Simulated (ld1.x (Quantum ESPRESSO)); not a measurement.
Values are calculated unless marked as measured or tabulated.
**Hardness and transferability of assorted potentials**

Generated with ld1.x 7.5 (TM, RRKJ, ultrasoft, PAW), atompaw 4.2 or ONCVPSP 4.0.1. The cutoff is in Ry: for ld1.x and atompaw files where the sum of valence levels is converged to 10 mRy in a Bessel basis, for ONCV files where the hardest occupied wave has 1 mHa per electron of residual kinetic energy. The error is the largest all-electron minus pseudo excitation energy over each file’s own four to seven test configurations (ionisations up to +4, promotions, holes and added fractions of an electron), all of which were solved. The labels leave out finer settings (local radius, basis sizes, second energies), which also bear on the numbers. Spin-polarised tests are not counted. The rows are a selection from randomly drawn settings: files with unsolved tests, undetermined cutoffs or missed reference levels are left out.

| element | potential | cutoff (Ry) | largest error (meV) | bound ghosts |
| --- | --- | --- | --- | --- |
| Mn | RRKJ, PBE, scalar-relativistic, rc 2.00/1.30/2.00 (spd), local s, core correction no, reference 3p6 3d4 4s0 4p0 | 60 | -971 | none |
| Sr | RRKJ, LDA (PZ), fully relativistic, rc 3.84/4.96/4.14 (spd), local s, core correction no, reference 4d0 5s2 5p0 | 6 | +231 | none |
| Te | TM semilocal, LDA (PZ), scalar-relativistic, rc 1.85/2.15 (sp), local s, core correction yes, reference 5s2 5p4 | 30 | -211 | none |

Task: Fill in the row for Fe: TM, LDA (PZ), scalar-relativistic, rc 2.40/2.30/1.90 (spd), local s, core correction yes, reference 3d6 4s1.5 4p0.

Result: cutoff 80 Ry, largest error -269 meV, bound ghosts: none.

Task: Fill in the row for Al: RRKJ, PBE, scalar-relativistic, rc 1.85/3.00 (sp), local s, core correction no, reference 3s2 3p1.

Result: cutoff 10 Ry, largest error +27 meV, bound ghosts: none.
